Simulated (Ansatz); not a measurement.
Calculated with Ansatz (gas phase, PBE0-D4/def2-TZVP geometries, no zero-point term in ΔE). CCSD(T)/CBS is the MP2 limit (def2-TZVPP, def2-QZVPP) plus CCSD(T) − MP2 in def2-TZVPP, frozen cores. For Ge outer-core shells are correlated without core-valence functions, which leaves a few kJ/mol of doubt a bond. Scalar relativity is left out up to krypton. One conformer a species, not always the lowest.

`N[CH](F)[GeH3]` + `C1O[SiH2]O1` → `[GeH3][CH]1O[SiH2]O1` + `NCF`  (formal exchange of groups at a Ge–C bond)

`N[CH](F)[GeH3]`:

Z-matrix (Å, degrees):
```
C
F 1 1.418
Ge 1 1.983 2 107.6
N 1 1.403 2 113.0 3 -123.1
H 1 1.093 2 105.1 3 117.8
H 3 1.536 1 109.5 2 164.0
H 3 1.539 1 107.7 2 -77.0
H 3 1.534 1 109.9 2 43.0
H 4 1.010 1 113.4 2 63.9
H 4 1.012 1 113.4 2 -62.3
```

`C1O[SiH2]O1`:

Cartesian coordinates in Å:
```
C -0.391 0.385 0.945
O 0.325 -0.825 0.685
Si 0.379 -0.373 -0.916
O -0.458 0.956 -0.364
H -1.393 0.173 1.333
H 0.168 1.033 1.628
H 1.732 -0.097 -1.458
H -0.362 -1.251 -1.854
```

`[GeH3][CH]1O[SiH2]O1`:

```xyz
11

Ge    1.255    0.448   -1.243
C    -0.108    0.675    0.185
O     0.218   -0.089    1.360
Si   -1.213   -0.915    1.148
O    -1.367    0.080   -0.179
H     2.601    1.009   -0.758
H     1.373   -1.056   -1.529
H     0.802    1.199   -2.505
H    -0.260    1.726    0.457
H    -2.226   -0.718    2.214
H    -1.076   -2.360    0.850
```

`NCF`:

```xyz
7

N    -0.028   -0.870    0.201
C     0.213    0.429   -0.270
F    -0.649    1.397    0.273
H     0.116   -0.958    1.197
H    -0.948   -1.210   -0.041
H     1.225    0.743   -0.009
H     0.071    0.470   -1.352
```

```csv
species,CCSD(T)/CBS(def2) energy (Eh)
`N[CH](F)[GeH3]`,-2272.24805
`C1O[SiH2]O1`,-479.91873
`[GeH3][CH]1O[SiH2]O1`,-2557.21987
`NCF`,-194.94856
```

(1) Work out ΔE.

Largest T1 diagnostic among the species: 0.013.

Answers

(1) ΔE = (-2557.21987) + (-194.94856) − (-2272.24805) − (-479.91873) = -0.00165 Eh = -0.04 eV.
